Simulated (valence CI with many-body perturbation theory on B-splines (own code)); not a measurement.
# E1 line list for Ru IV

Method: configuration interaction combined with many-body perturbation theory (CI+MBPT): five valence electrons over a frozen Dirac-Fock core [Kr], a basis of 7 s, 7 p, 8 d, 6 f, 4 g, 1 h functions for each j, with the one-electron correlation potential Σ1, the two-electron term Σ2, the three-electron term Σ3, Breit, model QED; selected CI, second order for the rest, scaled by the run's own slope (own B-spline code, finite nucleus).

No measured levels were compared; by estimate terms of the open shell hold to 2 to 4 % of their energy, and close levels can change places; different configurations can be misplaced against each other by 1,000 to 8,000 cm⁻¹. Among the levels kept, up to 2700 cm⁻¹ of a level comes from second order outside the variational space, and about a tenth of that is noise between levels of different J, which matters for small intervals.

Lines 351 to 400 of 573 in falling wavelength, among levels below 21.821 eV, chosen from the strongest by gf and those to the six lowest levels. Wavelengths and rates use the calculated energies, so an error of 2000 cm⁻¹ moves a line at 814.9 Å by 1.6 % and its rate by three times that or more. Electric multipoles are in the length gauge, E1 and E2 with the static RPA response of the core. Weak lines are less certain than strong ones. Lines between different terms over intervals too small for the method are left out, as are lines whose strength nearly cancels. Where a level lies close to another of its J and parity, the split of strength between their lines is uncertain. The highest levels of a list are the least certain.

Names give the largest LS component (configuration and term), which can be under half, so a name can repeat, a term be missing and a line seem to break the LS rules; names also repeat where a configuration has a term twice. Letters in brackets count levels of one name in rising energy.

```tsv
λ vac (Å)	Upper	Lower	A (s⁻¹)	log gf	Branch %
814.9	4d4 5p 4F°_5/2 [a]	4d5 4P_5/2	3.67e+07	-1.66	1.9
810.9	4d4 5p 6D°_7/2	4d5 4G_9/2	1.33e+08	-0.98	13.7
809.3	4d4 5p 4F°_7/2 [a]	4d5 4P_5/2	9.02e+07	-1.15	4.7
807.8	4d4 5p 6D°_3/2	4d5 4G_5/2	6.24e+07	-1.61	4.7
807.4	4d4 5p 6D°_9/2	4d5 4G_9/2	1.73e+07	-1.77	1.7
807.0	4d4 5p 6D°_9/2	4d5 4G_11/2	2.58e+08	-0.60	25.8
804.8	4d4 5p 4P°_5/2 [a]	4d5 4G_7/2	1.43e+08	-1.08	8.5
804.8	4d4 5p 2P°_3/2 [b]	4d5 2S_1/2	6.15e+08	-0.62	28.9
800.4	4d4 5p 4F°_3/2 [a]	4d5 4G_5/2	1.06e+09	-0.39	53.8
799.6	4d4 5p 2H°_11/2 [a]	4d5 2H_11/2	3.59e+08	-0.38	13.3
797.8	4d4 5p 4F°_5/2 [a]	4d5 4G_7/2	8.54e+08	-0.31	44.5
796.9	4d4 5p 4D°_5/2 [a]	4d5 4D_3/2	3.30e+08	-0.72	14.7
796.2	4d4 5p 4F°_5/2 [a]	4d5 4G_5/2	8.25e+07	-1.33	4.3
793.4	4d4 5p 4F°_7/2 [a]	4d5 4G_9/2	8.65e+08	-0.18	45.3
792.8	4d4 5p 4D°_7/2 [a]	4d5 4D_5/2	2.90e+08	-0.66	12.9
792.4	4d4 5p 4F°_7/2 [a]	4d5 4G_7/2	7.68e+07	-1.24	4.0
791.1	4d4 5p 2G°_9/2 [a]	4d5 2H_11/2	4.00e+08	-0.43	13.5
790.1	4d4 5p 4G°_5/2 [c]	4d5 2D_3/2 [a]	3.70e+08	-0.68	13.6
789.7	4d4 5p 4F°_9/2 [b]	4d5 4F_9/2	2.74e+08	-0.59	7.2
785.7	4d4 5p 4F°_9/2 [a]	4d5 4G_9/2	4.23e+07	-1.41	2.4
785.3	4d4 5p 4F°_9/2 [a]	4d5 4G_11/2	7.74e+08	-0.15	44.0
785.0	4d4 5p 2G°_9/2 [b]	4d5 2F_7/2 [b]	3.28e+08	-0.52	16.3
784.6	4d4 5p 4D°_7/2 [a]	4d5 4D_7/2	3.39e+08	-0.60	15.2
784.4	4d4 5p 2F°_7/2 [a]	4d5 4F_7/2	2.95e+08	-0.66	15.6
783.8	4d4 5p 4G°_11/2 [c]	4d5 2G_9/2 [a]	3.89e+08	-0.37	20.5
783.6	4d4 5p 2F°_7/2 [c]	4d5 2F_7/2 [b]	2.86e+08	-0.68	8.6
780.9	4d4 5p 2F°_7/2 [b]	4d5 2H_9/2	2.66e+08	-0.71	12.2
778.5	4d4 5p 4D°_3/2 [a]	4d5 4P_5/2	1.58e+08	-1.24	7.4
775.9	4d4 5p 2G°_7/2 [c]	4d5 2H_9/2	3.96e+08	-0.54	17.5
775.7	4d4 5p 2I°_13/2 [c]	4d5 2H_11/2	2.08e+08	-0.58	9.6
774.9	4d4 5p 4G°_5/2 [d]	4d5 4F_3/2	4.56e+08	-0.61	22.2
774.8	4d4 5p 2F°_7/2 [c]	4d5 2G_9/2 [a]	3.38e+08	-0.61	10.1
773.7	4d4 5p 4D°_5/2 [a]	4d5 4P_5/2	2.30e+08	-0.91	10.2
772.8	4d4 5p 4G°_9/2 [d]	4d5 2H_9/2	2.72e+08	-0.61	11.2
771.6	4d4 5p 2H°_11/2 [b]	4d5 4F_9/2	3.59e+08	-0.42	28.5
771.2	4d4 5p 2G°_7/2 [d]	4d5 2G_7/2 [a]	4.61e+08	-0.48	16.9
770.1	4d4 5p 2F°_5/2 [b]	4d5 2F_7/2 [b]	3.76e+08	-0.70	9.9
770.0	4d4 5p 4D°_7/2 [a]	4d5 4P_5/2	7.48e+07	-1.27	3.3
769.9	4d4 5p 2H°_9/2 [a]	4d5 4F_9/2	2.16e+08	-0.72	14.5
769.9	4d4 5p 2I°_11/2 [a]	4d5 2I_11/2	2.20e+08	-0.63	12.0
769.8	4d4 5p 2F°_5/2 [b]	4d5 2F_5/2 [b]	5.86e+08	-0.51	15.4
769.0	4d4 5p 2I°_13/2 [a]	4d5 2I_13/2	2.56e+08	-0.50	24.8
767.6	4d4 5p 2F°_5/2 [a]	4d5 2D_3/2 [a]	3.84e+08	-0.69	17.7
766.4	4d4 5p 4F°_9/2 [d]	4d5 2G_9/2 [a]	3.75e+08	-0.48	13.9
766.2	4d4 5p 4H°_9/2 [b]	4d5 2I_11/2	3.51e+08	-0.51	19.3
766.1	4d4 5p 2F°_7/2 [b]	4d5 4F_9/2	3.24e+08	-0.64	14.9
765.7	4d4 5p 2G°_9/2 [a]	4d5 4F_7/2	3.01e+08	-0.58	10.1
763.1	4d4 5p 2H°_9/2 [b]	4d5 2H_11/2	2.80e+08	-0.61	11.6
761.1	4d4 5p 2G°_7/2 [c]	4d5 4F_7/2	4.07e+08	-0.55	17.9
760.2	4d4 5p 2D°_5/2 [b]	4d5 2F_7/2 [a]	4.95e+08	-0.59	17.5
```

**Question.** How does gf follow from A for the line at 769.8 Å?

**Answer.** gf = 1.4992 × (2J+1)_upper × A / σ², with σ = 129910 cm⁻¹ and 2J+1 = 6: gf = 0.312.
